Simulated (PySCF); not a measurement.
SMILES CC(O)=[OH+] (charge +1), B3LYP/def2-SVP optimised geometry.

```
9

C      0.77    -0.80     0.01
C      0.06     0.49     0.00
O     -1.22     0.49     0.00
O      0.64     1.64     0.00
H      1.34    -0.90     0.96
H      0.06    -1.64    -0.07
H      1.50    -0.84    -0.81
H     -1.62     1.39     0.00
H      1.62     1.61     0.00
```

Density from B3LYP/def2-TZVP (PySCF) at that geometry.

Minimum of the electron density along straight lines between bonded atoms, close to the bond critical point (lines longer than 1.1 times the sum of covalent radii, or with two minima, are not listed):

```tsv
bond	length / Å	ρ at the minimum / e bohr⁻³	∇²ρ there / e bohr⁻⁵	position (fraction from the first atom)
C1–C2	1.478	0.272	?	0.43
C2–O3	1.275	0.366	?	0.34
C2–O4	1.286	0.357	-0.64	0.34
C1–H5	1.105	0.269	-0.91	0.65
C1–H6	1.097	0.280	?	0.66
C1–H7	1.103	0.271	-0.92	0.65
O3–H8	0.983	0.334	-2.34	0.82
O4–H9	0.977	0.338	-2.39	0.82
```

Fill in the missing entries.


- C1–C2, ∇²ρ there / e bohr⁻⁵: -0.75
- C2–O3, ∇²ρ there / e bohr⁻⁵: -0.59
- C1–H6, ∇²ρ there / e bohr⁻⁵: -0.99
